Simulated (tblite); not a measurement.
Compound: C7H16OSi.
Atom-mapped SMILES: `[CH3:1]/[CH:2]=[C:3](/[O:4][CH3:5])[C:6]([CH3:7])([CH3:8])[SiH3:9]` (hydrogens: H10, H11, H12 on C1; H13 on C2; H14, H15, H16 on C5; H17, H18, H19 on C7; H20, H21, H22 on C8; H23, H24, H25 on Si9)

Structure used (GFN2-xTB), in Å, numbered top down from 1:
```
atom  x, y, z in Å
C1     1.277   -1.093   -1.954
C2     1.479   -0.418   -0.634
C3     0.562    0.044    0.209
O4     0.880    0.652    1.406
C5     2.213    0.814    1.810
C6    -0.944    0.042    0.130
C7    -1.491   -1.382    0.026
C8    -1.436    0.886   -1.046
Si9   -1.543    0.837    1.777
H10    0.244   -1.082   -2.279
H11    1.611   -2.130   -1.895
H12    1.882   -0.596   -2.713
H13    2.524   -0.322   -0.370
H14    2.172    1.311    2.779
H15    2.719   -0.151    1.918
H16    2.772    1.439    1.105
H17   -2.577   -1.365    0.090
H18   -1.112   -1.995    0.840
H19   -1.216   -1.860   -0.912
H20   -1.007    1.885   -1.002
H21   -2.520    0.979   -1.007
H22   -1.171    0.447   -2.006
H23   -1.166    0.035    2.937
H24   -3.014    0.809    1.693
H25   -1.150    2.238    1.886
```

Computed values, GFN2-xTB/tblite, gas phase, harmonic and unscaled. Errors from tens to a few hundred cm⁻¹ against measured bands are possible. Modes of hydrogen on silicon can be 10 to 20 % off. One conformer, not necessarily the lowest.

Harmonic wavenumbers (cm⁻¹): 26.9, 80.9, 120.6, 150.4, 176.4, 200.3, 206.1, 221.8, 245.8, 259.1, 288.6, 289.6, 292.7, 313.5, 344.0, 454.5, 523.0, 564.1, 599.5, 611.8, 645.4, 752.4, 798.8, 815.5, 838.2, 849.3, 938.0, 970.8, 997.3, 1018.5, 1033.8, 1044.1, 1113.5, 1118.8, 1153.8, 1172.2, 1175.4, 1191.4, 1228.1, 1346.2, 1395.8, 1403.1, 1407.7, 1425.3, 1468.3, 1483.8, 1486.2, 1491.9, 1499.4, 1507.0, 1509.6, 1513.0, 1743.1, 2178.7, 2290.9, 2296.2, 2925.3, 2941.0, 2976.5, 2998.8, 3012.3, 3017.4, 3019.1, 3024.0, 3025.4, 3032.2, 3034.5, 3051.7, 3085.4.

A = 1518, B = 1255, C = 820.7 MHz; mass 144.097 u (most abundant isotopes); point group C1, symmetry number 1.

Problem. What is the zero-point energy?

Solution. ½Σν̃ = 45707 cm⁻¹ = 546.78 kJ/mol.

Problem. What is S at 500 K and 1 bar for an ideal gas of classical rigid rotors and harmonic oscillators?

Solution. Translation 181.59, rotation 130.75, vibration 281.10: S = 593.4 J/(mol K).

Problem. And Cp and H(500 K) − H(0)?

Solution. Cp = 305.34 J/(mol K), of which vibrations give 272.08 (their classical limit is 69 R = 573.7); H(500 K) − H(0) = 88.89 kJ/mol without the zero-point energy, 72.26 from vibrations.

Problem. What must be added to the electronic energy to get the Gibbs energy at 500 K and 1 bar?

Solution. ZPE + [H(500 K) − H(0)] − T·S = 546.78 + 88.89 − 296.72 = 338.95 kJ/mol.

Problem. How do the functions run with temperature in this model?

Solution. 
| T (K) | S (J/(mol K)) | Cp (J/(mol K)) | H − H(0) (kJ/mol) | G − H(0) (kJ/mol) | ln q(vib) |
| --- | --- | --- | --- | --- | --- |
| 150 | 348.8 | 128.7 | 11.63 | -40.70 | 3.88 |
| 250 | 427.4 | 182.9 | 27.24 | -79.62 | 7.51 |
| 298.15 | 461.8 | 208.4 | 36.66 | -101.03 | 9.26 |
| 400 | 530.4 | 260.2 | 60.56 | -151.60 | 12.91 |
| 600 | 652.6 | 343.8 | 121.40 | -270.16 | 19.86 |
| 900 | 809.3 | 428.4 | 238.22 | -490.18 | 29.59 |

q(vib) and H(0) count from the zero-point level.

Problem. Blend soft modes into free rotors: weight 1/[1 + (100 cm⁻¹/ν̃)⁴] for the oscillator and the rest for a rotor with moment μB/(μ + B), μ = h/(8π²ν), B = 10⁻⁴⁴ kg m². What vibrational entropy results?

Solution. 265.05 J/(mol K) in place of 281.10, which changes −T·S at 500 K by +8.02 kJ/mol.

Problem. Which modes carry the vibrational entropy at 500 K?

Solution. 26.9 cm⁻¹: 29.59; 80.9 cm⁻¹: 20.45; 120.6 cm⁻¹: 17.16; 150.4 cm⁻¹: 15.34; 176.4 cm⁻¹: 14.04; 200.3 cm⁻¹: 13.01 J/(mol K); the other 63 give 171.51 together.

Hindered rotation and anharmonicity are outside this model. Other conformers, if any are populated, would add a mixing term that is left out.
